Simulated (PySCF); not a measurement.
## A small calculation by hand: chemical shift, span and skew from a shielding tensor

Si(H)(F)(Cl)(Et) (C2H6ClFSi), SMILES CC[SiH](F)Cl. Atoms are numbered in the order given.

```xyz
11

Si     0.5165    -0.3815    -0.4196
F      1.2526    -1.0198     0.8781
Cl     0.5796     1.6680    -0.2029
C     -1.2491    -0.9542    -0.4660
C     -2.0683    -0.5633     0.7617
H      1.3131    -0.7527    -1.6148
H     -1.6991    -0.5491    -1.3897
H     -1.2271    -2.0511    -0.5965
H     -2.0980     0.5296     0.8873
H     -3.1058    -0.9208     0.6821
H     -1.6370    -0.9892     1.6803
```
Charge 0, spin multiplicity 1.

The structure is a stationary point at PBE0-D3(BJ)/def2-SVP. The structure was generated by enumeration, and PubChem lists no compound with its InChIKey, so it may never have been made. Other conformers were not sampled.

GIAO shieldings from PySCF with HF/pcSseg-1, non-relativistic, no solvent. The symmetric part of the tensor of C4 has the principal values 175.0, 182.1, 187.7 ppm. The same nucleus in TMS has σ = 192.6 ppm at this level (PySCF, at its B3LYP-D3(BJ)/def2-TZVP geometry). Without spin–orbit terms, shifts of atoms bonded to Cl or Br come out too high.

### Question
Work out the isotropic shielding, the ¹³C shift against TMS, the span and the skew.

### Answer

σ(iso) = (σ11 + σ22 + σ33)/3 = 181.6 ppm. δ = σ(ref) − σ(iso) = 192.6 − (181.6) = 11.0 ppm.
Span Ω = σ33 − σ11 = 12.7 ppm. Skew κ = 3(σ(iso) − σ22)/Ω = -0.12. Tumbling in solution averages the tensor to δ; in a static solid the shielding alone would spread this spin-1/2 line over Ω.
